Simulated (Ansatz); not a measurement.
C$_{3}$H$_{6}$OSi (`C=C1OC1[SiH3]`). The species carries charge 0 and has multiplicity 1. The structure was optimised at the PBE0-D4/def2-TZVP level.

```xyz
11

C    -1.525    1.096    1.126
C    -0.393    0.466    0.906
O     0.921    0.614    1.134
C     0.435   -0.592    0.405
Si    0.925   -0.677   -1.408
H    -1.541    2.042    1.652
H    -2.454    0.664    0.784
H     0.498   -1.492    1.015
H     0.754    0.668   -2.005
H     0.045   -1.666   -2.084
H     2.336   -1.124   -1.525
```

(1) What is the dipole moment at PBE/def2-TZVPP? (Best estimate.)

(2) And with r2SCAN, B3LYP, ωB97M-V? (Best estimate.)

(3) Give the Mulliken charges with PBE, r2SCAN, ωB97M-V in def2-TZVPP. (Best estimate.)

Results:

(1) Computed: 1.34 D, with components (-0.52, -1.11, -0.53) D in this frame, pointing from negative to positive charge.

(2) Ansatz gave: r2SCAN 1.42 D, B3LYP 1.52 D, ωB97M-V 1.53 D.

(3) Computed: 
```json
{"atom": "C1", "PBE": "-0.23", "r2SCAN": "-0.27", "ωB97M-V": "-0.27"}
{"atom": "C2", "PBE": "0.14", "r2SCAN": "0.21", "ωB97M-V": "0.20"}
{"atom": "O3", "PBE": "-0.24", "r2SCAN": "-0.30", "ωB97M-V": "-0.30"}
{"atom": "C4", "PBE": "-0.06", "r2SCAN": "-0.03", "ωB97M-V": "-0.11"}
{"atom": "Si5", "PBE": "0.23", "r2SCAN": "0.31", "ωB97M-V": "0.20"}
{"atom": "H6", "PBE": "0.09", "r2SCAN": "0.09", "ωB97M-V": "0.10"}
{"atom": "H7", "PBE": "0.10", "r2SCAN": "0.10", "ωB97M-V": "0.11"}
{"atom": "H8", "PBE": "0.10", "r2SCAN": "0.07", "ωB97M-V": "0.12"}
{"atom": "H9", "PBE": "-0.04", "r2SCAN": "-0.05", "ωB97M-V": "-0.01"}
{"atom": "H10", "PBE": "-0.05", "r2SCAN": "-0.07", "ωB97M-V": "-0.02"}
{"atom": "H11", "PBE": "-0.04", "r2SCAN": "-0.06", "ωB97M-V": "-0.02"}
```

B3LYP here is the variant with VWN-RPA as its local correlation; programs differ in this.
